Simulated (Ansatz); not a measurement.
A nudged elastic band was laid between two geometries of C$_{2}$H$_{4}$IN (8 atoms, charge 0, multiplicity 1).

Computed with RHF/def2-SVP (Ansatz).

| Property | Result |
| --- | --- |
| movable images | 5 |
| climbing image | yes |
| spring | 5.0 eV/Å² |
| optimiser | quadratic models (default) |
| start path | IDPP |
| force threshold | 0.03 eV/Å |
| iteration limit | 60 |
| end points | relaxed |

First end point:

```xyz
8
Properties=species:S:1:pos:R:3
C -0.285 1.162 -0.127
C -0.168 -0.151 -0.245
N 0.808 -0.950 0.321
I -1.494 -1.226 -1.503
H -1.024 1.726 -0.673
H 0.389 1.706 0.527
H 0.499 -1.847 0.639
H 1.367 -0.478 1.006
```

Last end point:

```xyz
8
Properties=species:S:1:pos:R:3
C -0.489 1.095 0.045
C -0.139 -0.141 -0.269
N 0.572 -1.027 0.519
I -0.784 -0.994 -2.101
H -1.122 1.694 -0.590
H -0.148 1.531 0.978
H 0.979 -0.605 1.332
H 1.223 -1.610 0.032
```

**Question.** Which bonds break or form, and what moves?

**Answer.** No bond is made or broken. The dihedral C1–C2–N3–H7 goes from 143 to -11°. The two ends are copies of one structure, up to a mirror image or an exchange of like atoms.

**Question.** Give the energies along the band, and the barrier.

**Answer.** The run converged. The highest image is number 3 of 0 to 6, 5.4 kcal/mol above the ends, which have the same energy within 2 meV. A vibrational analysis at the climbing image gives one clearly imaginary mode, 346i cm⁻¹: a first-order saddle point.

```
image  path coordinate (Å)  energy (kcal/mol)  dihedral C1–C2–N3–H7 (°)
    0                 0.00                0.0                       143
    1                 0.49                1.2                       118
    2                 0.99                3.9                        91
    3                 1.48                5.4                        64
    4                 1.98                4.0                        37
    5                 2.47                1.2                        12
    6                 2.97                0.0                       -11
```

**Question.** What is the geometry of the highest image?

**Answer.** 
```xyz
8
Properties=species:S:1:pos:R:3
C -0.539 1.001 0.104
C -0.098 -0.154 -0.357
N 0.796 -1.026 0.281
I -0.775 -0.825 -2.272
H -1.230 1.624 -0.443
H -0.202 1.350 1.074
H 0.435 -1.402 1.137
H 1.705 -0.626 0.421
```

**Question.** What are the harmonic wavenumbers there?

**Answer.** 346i, 315, 347, 472, 546, 723, 769, 1052, 1063, 1262, 1283, 1528, 1729, 1853, 3303, 3422, 3756, 3858 cm⁻¹.

The band took 9 iterations and of the order of 100 core-seconds.

Time of the run: 100 s on 1 thread of Arm Neoverse V2, with other jobs on the host, peak memory 0.19 GiB.
